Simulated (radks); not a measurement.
Initial-state core-level shifts of the lanthanum ion La+ when its valence configuration changes from [Xe] 5d2. Method: scalar-relativistic Kohn-Sham, PBE, spin-polarised, spherical densities, finite nucleus; open shells are filled with parallel spins first (spin-orbit coupling, left out, can overturn this in heavy ions); Fermi nuclear charge, rms radius 4.855 fm; computed with a radial shooting solver on a logarithmic mesh with Libxc functionals. Shifts are changes of the shell-averaged eigenvalues in eV (positive: less bound); the change of the density at the nucleus, which sets a Mossbauer isomer shift, is in e/bohr^3, on a base of 3.648e+05.

valence              2s      2p      4s      4p  density at nucleus
5d1 6s1          -2.240  -2.235  -2.187  -2.186              +23.87
6s2              -4.748  -4.736  -4.613  -4.612              +50.23
5d1 6p1          -3.305  -3.298  -3.255  -3.253               +2.92
5d1.5 6p0.5      -1.626  -1.623  -1.605  -1.605               +1.32
5d0.5 6s1 6p0.5  -3.959  -3.950  -3.870  -3.869              +26.23
4f1 5d1          +6.269  +6.172  +6.762  +6.574              -17.09
6p2              -6.746  -6.731  -6.610  -6.605               +7.07
5d1 6s0.5 6p0.5  -2.775  -2.769  -2.723  -2.722              +13.40
5d0.5 6p1.5      -5.015  -5.004  -4.926  -4.923               +4.83
